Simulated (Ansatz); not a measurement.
# Molecular dynamics of ClFH4Sn

input.yaml

```yaml
crystal:
  periodic: [false, false, false]
  atoms:
    - { symbol: Sn, position_ang: [-0.733082, -0.083655, -0.166448] }
    - { symbol: F, position_ang: [1.2483, -1.023604, -0.024416] }
    - { symbol: H, position_ang: [-1.223244, -1.662945, -0.692883] }
    - { symbol: H, position_ang: [-1.442842, 0.258399, 1.360927] }
    - { symbol: H, position_ang: [-0.895283, 1.027471, -1.467766] }
    - { symbol: H, position_ang: [1.648876, -0.019202, 0.319824] }
    - { symbol: Cl, position_ang: [1.397176, 1.503536, 0.670662] }
basis:
  gaussian: { orbitals: def2-SVP }
hamiltonian:
  xc: pbe
  dispersion: d4
md:
  timestep: 0.5
  n_steps: 200
  ensemble: nve
  temperature: 300.0
  initial_velocities: maxwell_boltzmann
  seed: 2912
```

Run as:

```bash
$ ansatz run input.yaml --threads 2 --pin off --max-ram 3072MiB --backend cpu --events-out ev --progress --plain --runs-dir out
```

It starts at the highest image of a converged band, a first-order saddle point between two minima.

Output, in part (step lines, the closing report, with atoms numbered from 0):

```
md step     0: t =     0.00 fs  T =   300.0 K  F+E_penalty+E_count = -21121.93468922 eV  E_kin = 0.193890 eV  conserved = -21121.74079922 eV  (24 SCF iters)
md step     1: t =     0.50 fs  T =   295.0 K  F+E_penalty+E_count = -21121.93146884 eV  E_kin = 0.190671 eV  conserved = -21121.74079788 eV  (26 SCF iters)
md step     2: t =     1.00 fs  T =   280.4 K  F+E_penalty+E_count = -21121.92199895 eV  E_kin = 0.181249 eV  conserved = -21121.74075038 eV  (26 SCF iters)
md step     3: t =     1.50 fs  T =   257.5 K  F+E_penalty+E_count = -21121.90711232 eV  E_kin = 0.166453 eV  conserved = -21121.74065891 eV  (26 SCF iters)
md step     4: t =     2.00 fs  T =   228.7 K  F+E_penalty+E_count = -21121.88832938 eV  E_kin = 0.147797 eV  conserved = -21121.74053219 eV  (26 SCF iters)
md step     5: t =     2.50 fs  T =   197.0 K  F+E_penalty+E_count = -21121.86770881 eV  E_kin = 0.127322 eV  conserved = -21121.74038697 eV  (26 SCF iters)
md step     6: t =     3.00 fs  T =   166.1 K  F+E_penalty+E_count = -21121.84758092 eV  E_kin = 0.107335 eV  conserved = -21121.74024612 eV  (26 SCF iters)
md step     7: t =     3.50 fs  T =   139.4 K  F+E_penalty+E_count = -21121.83019681 eV  E_kin = 0.090065 eV  conserved = -21121.74013217 eV  (26 SCF iters)
[... lines left out ...]
Total energy: -21122.24341879 eV, -776.2281284695 hartree
Atom 0 at    -0.724088     0.004840    -0.134092 Å, force    -0.699648     0.858789    -0.385483 eV/Å
Atom 1 at     1.651353    -1.297362    -0.142832 Å, force    -0.504910    -2.490860    -1.260361 eV/Å
Atom 2 at    -0.865695    -1.613927     0.376160 Å, force     0.045755    -0.140626     0.117260 eV/Å
Atom 3 at    -1.940432     0.994573     0.689909 Å, force     0.187784    -0.308568    -0.291828 eV/Å
Atom 4 at    -0.741256     0.297413    -1.877802 Å, force     0.045327    -0.207463     0.563050 eV/Å
Atom 5 at     1.892188    -0.522439     0.262902 Å, force     0.822623     2.314517     1.102597 eV/Å
Atom 6 at     1.143738     1.366652     0.627734 Å, force     0.103069    -0.025791     0.154765 eV/Å
Dipole moment:    -0.280046    -0.144758    -0.052630 e Å
```

The steps, from the saved trajectory:

```
time (fs)  T (K)  potential energy less start (eV)  conserved less start (meV/atom)
      0.0    300                             0.000                             0.00
      3.0    166                             0.087                             0.08
      6.0    123                             0.115                             0.07
      9.0    175                             0.081                             0.03
     12.0    100                             0.130                             0.07
     15.0    103                             0.128                             0.09
     18.0    228                             0.047                             0.01
     21.0    163                             0.089                             0.07
     24.0    154                             0.095                             0.06
     27.0    192                             0.070                             0.04
     30.0    141                             0.103                             0.08
     33.0    173                             0.083                             0.04
     36.0    219                             0.052                             0.04
     39.0    192                             0.070                             0.05
     42.0    167                             0.087                             0.06
     45.0    191                             0.071                             0.04
     48.0    163                             0.089                             0.08
     51.0    203                             0.063                             0.02
     54.0    278                             0.014                             0.01
     57.0    252                             0.031                             0.04
     60.0    194                             0.069                             0.09
     63.0    374                            -0.048                            -0.04
     66.0    194                             0.069                             0.16
     69.0    355                            -0.036                            -0.08
     72.0    338                            -0.024                             0.07
     75.0    406                            -0.069                            -0.03
     78.0    338                            -0.023                             0.21
     81.0    568                            -0.174                            -0.11
     84.0    373                            -0.046                             0.15
     87.0    561                            -0.170                            -0.15
     90.0    622                            -0.208                            -0.06
     93.0    565                            -0.171                             0.10
     96.0    709                            -0.265                            -0.02
     99.0    721                            -0.270                             0.21
```

The run went to its last step. The conserved energy stayed within 0.24 meV per atom of its start (net change -0.015 meV per atom), so the integration is sound. The system heated up, since it started high on the potential surface and ran downhill. A run of 0.1 ps of so small a system gives no equilibrium averages. The orbitals stay closed-shell, which can raise the energy where a bond breaks towards radicals; this wasn't checked here.

The step under study would form Sn1–Cl7, F2–H6 and break Sn1–F2, H6–Cl7. These pairs go: Sn1–Cl7 2.79 → 2.43 Å, F2–H6 1.13 → 0.91 Å, Sn1–F2 2.20 → 2.71 Å, H6–Cl7 1.58 → 2.06 Å. In the last frame they stand as after the step (other bonds may differ from the relaxed reactants and products). These pairs come and go: their bonding changes 10 times, last at 76 of 100 fs, so the outcome isn't settled. It ends as ClH3Sn + FH. Pairs count as bonded within 1.25 times the sum of covalent radii (0.12 Å more for H–H).

Last frame:

```xyz
7
Properties=species:S:1:pos:R:3
Sn -0.724 0.005 -0.134
F 1.651 -1.297 -0.143
H -0.866 -1.614 0.376
H -1.940 0.995 0.690
H -0.741 0.297 -1.878
H 1.892 -0.522 0.263
Cl 1.144 1.367 0.628
```

Run time: 2.7 min on 2 threads of AMD EPYC 7B13 (Zen 3) (shared host), peak memory 0.16 GiB.
